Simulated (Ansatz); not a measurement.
Isolated molecules relaxed with PBE0-D4/def2-TZVP in Ansatz; ΔE leaves out vibrations. CCSD(T)/CBS is the MP2 limit (def2-TZVPP, def2-QZVPP) plus CCSD(T) − MP2 in def2-TZVPP, frozen cores. This one scheme is used for every species. DFT in def2-TZVPP. Each species was taken in one conformer, which may not be the lowest.

Consider the formal exchange of groups at the Si–O bond: `B[SiH2]OC` + `NC1(F)CO1` → `B[SiH2]N` + `COC1(F)CO1`.

| level | ΔE (kJ/mol) |
| --- | --- |
| PBE-D4 | 36.0 |
| PBE0-D4 | 36.3 |
| B2PLYP | 39.4 |
| SCS-MP2/def2-TZVPP | 39.5 |

Q: What does CCSD(T)/CBS give? (Estimate.)

A: Computed: +37.6 kJ/mol. The listed levels differ from it by -1.6, -1.3, 1.8, 1.9 kJ/mol.

Largest T1 diagnostic among the species: 0.012.
